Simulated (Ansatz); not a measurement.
C4H7BN2, singlet, geometry from GFN2-xTB; R2SCAN/3-21G in Ansatz (an electronic-structure program).

Here is a job for Ansatz.
Ansatz 0.2 input:
```yaml
crystal:
  periodic: [false, false, false]
  atoms:
    - {symbol: N, position_ang: [-2.79872885, 0.68789285, 0.67014290]}
    - {symbol: C, position_ang: [-1.89780198, 0.18362737, 0.17414320]}
    - {symbol: C, position_ang: [-0.74259252, -0.41875288, -0.41803720]}
    - {symbol: C, position_ang: [0.27713910, 0.60372441, -0.99892108]}
    - {symbol: B, position_ang: [1.36801075, -0.05363044, -0.04750431]}
    - {symbol: N, position_ang: [2.72439461, 0.10039212, 0.11072276]}
    - {symbol: C, position_ang: [0.27048721, -0.99453731, 0.61389313]}
    - {symbol: H, position_ang: [-1.06312774, -1.15996706, -1.15388540]}
    - {symbol: H, position_ang: [0.39048593, 0.53216144, -2.07956089]}
    - {symbol: H, position_ang: [-0.00364615, 1.63212613, -0.77155482]}
    - {symbol: H, position_ang: [3.27602646, 0.75725216, -0.41622991]}
    - {symbol: H, position_ang: [3.27111494, -0.42285023, 0.77461754]}
    - {symbol: H, position_ang: [-0.01358830, -0.75669442, 1.63901640]}
    - {symbol: H, position_ang: [0.37962989, -2.07624016, 0.55259071]}
basis:
  gaussian:
    orbitals: 3-21G.json
    final_grid: {core_spheres: 4, valence_spheres: 8, degree: 17}
hamiltonian:
  xc: r2scan
```
The basis file holds 3-21G in the JSON format of the Basis Set Exchange.

The log (banner, timings and long lists left out):

```
Functional definition: r2SCAN
1044 factors; integrals over basis functions are off by at most 9.0e-4 eV
mean field evaluation 1: about -7861.9825 eV, gradient 6.5e1 eV
mean field evaluation 2: about -7854.3807 eV, gradient 8.6e1 eV
mean field evaluation 4: about -7870.6710 eV, gradient 6.7e0 eV
mean field evaluation 8: about -7870.8581 eV, gradient 9.8e-1 eV
mean field evaluation 16: about -7870.8602 eV, gradient 2.9e-4 eV
mean field -7870.86019289 eV, -289.2487770282 hartree, gradient 5.0e-5 eV, S^2 0.000000; 0 other end points of the search recorded, 0 dependent functions left out
reference -7870.86019956 eV, -289.2487772732 hartree; 25, 25 occupied and 52, 52 virtual orbitals, 1044 factors
Total energy: -7870.86019956 eV, -289.2487772732 hartree
```
